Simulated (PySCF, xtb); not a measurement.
CAuO, SMILES O=[C+][Au], charge +1, multiplicity 1.

GFN2-xTB (xtb 6.7.1) at its own geometry gives an orbital gap of 3.76 eV.

Coordinates come from a B3LYP-D3(BJ)/def2-TZVP optimisation. The spin state was assumed, not searched. The def2 effective core potentials stand for the cores of Au; spin–orbit coupling is left out.

Question: What does PySCF with PBE/def2-TZVPD give? (An estimate is asked for; the answer gives what the named calculation found.)

Answer: gap 3.51 eV (levels -14.23 and -10.72 eV).
